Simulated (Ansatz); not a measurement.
Cost and result for the atomization energy of `C[SiH]([SiH3])CF` (14 atoms, 13 bonds).

```xyz
14

C    -1.436   -0.072    1.210
Si   -0.291    0.475   -0.167
Si    0.222   -1.288   -1.621
C     1.319    1.173    0.565
F     2.000    0.172    1.258
H    -1.700    0.770    1.854
H    -0.948   -0.832    1.825
H    -2.359   -0.498    0.811
H    -0.904    1.592   -0.947
H     0.791   -2.443   -0.874
H    -1.007   -1.748   -2.325
H     1.211   -0.850   -2.644
H     1.117    1.989    1.269
H     1.984    1.561   -0.213
```

Charge 0, multiplicity 1. Geometry: relaxed with PBE0-D4/def2-TZVP. It is one conformer, not always the lowest. Program: Ansatz. All runs use 4 threads of an AMD EPYC 9R45 on a shared host. Times are those of one run each, without the atoms' runs, and a repeat can differ threefold. Electronic energies, without spin–orbit coupling; frozen cores. CCSD(T)/CBS adds CCSD(T) − MP2 in def2-TZVPP to the MP2 limit, and its time is that of the two runs behind it. T1 = 0.012. B3LYP takes the VWN-RPA correlation (the form of Gaussian; ORCA's B3LYP/G).

CCSD(T)/CBS is a level of theory with its own doubt, some kJ/mol a heavy atom from the limit and from the frozen cores, so smaller differences don't rank the functionals.

```
                             level  functions  wall time
   PBE-D4/def2-TZVPP (with forces)        303      1.2 s
                PBE0-D4/def2-TZVPP        303      1.5 s
r2SCAN-D4/def2-TZVPP (with forces)        303      1.8 s
 B3LYP-D4/def2-TZVPP (with forces)        303      2.5 s
                 B2PLYP/def2-TZVPP        303      2.6 s
                ωB97X-V/def2-TZVPP        303      3.5 s
  ωB97M-V/def2-TZVPP (with forces)        303        5 s
                    MP2/def2-QZVPP        581       12 s
                CCSD(T)/def2-TZVPP        303    3.3 min
                 CCSD(T)/CBS(def2)          –    3.5 min
```

(1) What atomization energy does each give, and how far from CCSD(T)/CBS? (Best estimate.)

Answers

(1) The calculation gave: 
| level | atomization (kJ/mol) | difference from CCSD(T)/CBS | per bond |
| --- | --- | --- | --- |
| PBE-D4/def2-TZVPP (with forces) | 4814.8 | 28.7 | 2.2 |
| PBE0-D4/def2-TZVPP | 4769.9 | -16.2 | -1.3 |
| r2SCAN-D4/def2-TZVPP (with forces) | 4790.5 | 4.4 | 0.3 |
| B3LYP-D4/def2-TZVPP (with forces) | 4783.9 | -2.2 | -0.2 |
| B2PLYP/def2-TZVPP | 4722.8 | -63.3 | -4.9 |
| ωB97X-V/def2-TZVPP | 4811.7 | 25.6 | 2.0 |
| ωB97M-V/def2-TZVPP (with forces) | 4791.1 | 5.0 | 0.4 |
| MP2/def2-QZVPP | 4752.7 | -33.4 | -2.6 |
| CCSD(T)/def2-TZVPP | 4672.4 | -113.7 | -8.7 |
| CCSD(T)/CBS(def2) | 4786.1 | 0.0 | 0.0 |

From PBE to PBE0 (25 % exact exchange), in def2-TZVPP and without D4, the atomization energy moves by −40.8 kJ/mol: exact exchange takes away binding that semilocal exchange gives to molecules. The D4 term adds +46.8 kJ/mol with B3LYP and +25.0 kJ/mol with PBE0; it sums over pairs of atoms, weighted by their polarisabilities, and B3LYP, whose exchange is more repulsive, gets the larger term. In def2-TZVPP, CCSD(T) changes the Hartree–Fock value by +1065.0 kJ/mol (the triples alone add +51.1 kJ/mol) and MP2 by +1078.0 kJ/mol; breaking electron pairs costs correlation energy, which Hartree–Fock lacks.
